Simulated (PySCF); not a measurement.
## Electron correlation in Hf (hafnium, neutral)

[Xe] 4f14 5d2 6s2, high-spin 3F determinant. All numbers are calculated (PySCF 2.14, scalar relativity through the core potential, in aug-cc-pVDZ-PP with ECP60MDF (5s5p4d2f, 54 functions)). Frozen: 5s2 5p6; 4 electrons correlated.

MP2 pair energies summed by pair of shells (mhartree):

```csv
pair,energy,share (%)
5d-6s,-22.87,51.8
6s-6s,-18.50,41.9
5d-5d,-2.79,6.3
```

Total MP2 correlation energy: -44.16 mhartree.

Same-spin part -9.50 and opposite-spin part -34.66 mhartree; SCS-MP2 scales them by 1/3 and 6/5 to -44.76 mhartree.
